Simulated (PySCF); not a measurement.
## Two-component Hartree-Fock for K (potassium, neutral)

Start: [Ar] 3d1; 3d5/2 filled at m_j = +5/2. Calculated with PySCF 2.14 in x2c-TZVPall-2c: generalised Hartree-Fock with the X2C-1e Hamiltonian and a Gaussian nucleus; one run each with spin-orbit coupling (SO) switched off, then screened by Boettger's factors. This is a chosen level, not necessarily the ground level.

```json
{"spinor shell": "1s1/2", "electrons": "2", "ε, spin-free (eV)": "-3650.1", "ε, screened SO (eV)": "-3650.1", "weight of nominal j (screened SO)": "1.000", "rms radius, screened SO (bohr)": "0.0937"}
{"spinor shell": "2s1/2", "electrons": "2", "ε, spin-free (eV)": "-397.42", "ε, screened SO (eV)": "-397.42", "weight of nominal j (screened SO)": "1.000", "rms radius, screened SO (bohr)": "0.418"}
{"spinor shell": "2p1/2", "electrons": "2", "ε, spin-free (eV)": "-313.71", "ε, screened SO (eV)": "-315.73", "weight of nominal j (screened SO)": "1.000", "rms radius, screened SO (bohr)": "0.386"}
{"spinor shell": "2p3/2", "electrons": "4", "ε, spin-free (eV)": "-313.71", "ε, screened SO (eV)": "-312.71", "weight of nominal j (screened SO)": "1.000", "rms radius, screened SO (bohr)": "0.388"}
{"spinor shell": "3s1/2", "electrons": "2", "ε, spin-free (eV)": "-47.915", "ε, screened SO (eV)": "-47.914", "weight of nominal j (screened SO)": "1.000", "rms radius, screened SO (bohr)": "1.37"}
{"spinor shell": "3p1/2", "electrons": "2", "ε, spin-free (eV)": "-25.997", "ε, screened SO (eV)": "-26.189", "weight of nominal j (screened SO)": "0.939", "rms radius, screened SO (bohr)": "1.55"}
{"spinor shell": "3p3/2", "electrons": "4", "ε, spin-free (eV)": "-25.997", "ε, screened SO (eV)": "-25.901", "weight of nominal j (screened SO)": "0.969", "rms radius, screened SO (bohr)": "1.56"}
{"spinor shell": "3d5/2", "electrons": "1", "ε, spin-free (eV)": "-0.610", "ε, screened SO (eV)": "-0.611", "weight of nominal j (screened SO)": "1.000", "rms radius, screened SO (bohr)": "5.39"}
```

| quantity | spin-free | screened SO |
| --- | --- | --- |
| E (hartree) | -601.32293 | -601.32528 |
| M_J | 5/2 | 5/2 |
| ⟨J²⟩ | 8.751 | 8.751 |
| ⟨L²⟩ | 6.000 | 6.001 |
| ⟨S²⟩ | 0.750 | 0.751 |

Without spin-orbit coupling the j labels of p, d and f shells carry no meaning; the spin-free column gives the mean over the occupied spinors of each nl shell.
